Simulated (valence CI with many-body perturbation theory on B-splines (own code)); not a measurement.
## Ladder of approximations for Nd III

Computed by configuration interaction combined with many-body perturbation theory (CI+MBPT): four valence electrons over a frozen Dirac-Fock core [Xe], radial functions for each j: 8 s, 8 p, 9 d, 9 f, 6 g, 3 h, 2 i, with the one-electron correlation potential Σ1, the two-electron term Σ2, the three-electron term Σ3, Breit, model QED; the open f shell's mean field enters the energy denominators; selected CI, second order for the rest, scaled by the run's own slope (own B-spline code, finite nucleus).

Set against measurement, 33 paired levels are off by 2229 cm⁻¹ on average, the worst by 4201. These come from a selection out of Ding et al., The Spectrum and Energy Levels of the Low-lying Configurations of Nd III (preprint, 2023). Levels without a partner in it may be off by more, other configurations by several thousand cm⁻¹. Among the levels kept, up to 580 cm⁻¹ of a level comes from second order outside the variational space, and about a tenth of that is noise between levels of different J, which matters for small intervals. 15 measured levels below the end of the list, from 20389 cm⁻¹ on, found no clear computed partner, and computed levels of the same name lie up to 4879 cm⁻¹ from them.

Each rung adds one term. CI alone is the Dirac-Coulomb CI over the frozen core; QED comes last and gives the full result, which names the levels. Energies are above 4f4 5I_4 on the same rung, in cm⁻¹. A blank means that the level has no clear partner on that rung.

Names give the largest LS component (configuration and term), which can be under half, so a name can repeat, a term be missing and a line seem to break the LS rules; names also repeat where a configuration has a term twice.

| Level | CI alone | + Σ1 | + Σ2 | + Σ3 | + Breit | Full |
| --- | --- | --- | --- | --- | --- | --- |
| 4f4 5I_5 |  |  | 1333 | 1341 | 1224 | 1231 |
| 4f4 5I_6 |  |  | 2790 | 2800 | 2556 | 2570 |
| 4f4 5I_7 |  |  | 4326 | 4333 | 3958 | 3977 |
| 4f4 5I_8 |  |  | 5904 | 5905 | 5392 | 5418 |
| 4f4 5F_1 |  |  | 9861 | 10151 | 10148 | 10157 |
| 4f4 5F_2 |  |  | 10249 | 10534 | 10505 | 10516 |
| 4f4 5F_3 |  |  | 11026 | 11312 | 11208 | 11223 |
| 4f4 5S_2 |  |  | 11970 | 11620 | 11499 | 11516 |
| 4f4 5F_4 |  |  | 11876 | 12132 | 11974 | 11991 |
| 4f4 5F_5 |  |  | 13070 | 13348 | 13084 | 13106 |
| 4f4 3K_6 |  |  | 13875 | 13628 | 13460 | 13474 |
| 4f4 3H_4 |  |  | 14352 | 14271 | 14284 | 14294 |
| 4f4 5G_2 |  |  | 14265 | 14504 | 14545 | 14554 |
| 4f4 3K_7 |  |  | 15046 | 14820 | 14574 | 14592 |
| 4f4 5G_3 |  |  | 14701 | 14915 | 14921 | 14932 |
| 4f4 3K_8 |  |  | 16490 | 16268 | 15914 | 15936 |
| 4f4 3H_5 |  |  | 16329 | 16338 | 16194 | 16213 |
| 4f4 5G_4 |  |  | 16545 | 16634 | 16508 | 16528 |
| 4f4 3G_3 |  |  | 17370 | 17546 | 17457 | 17477 |
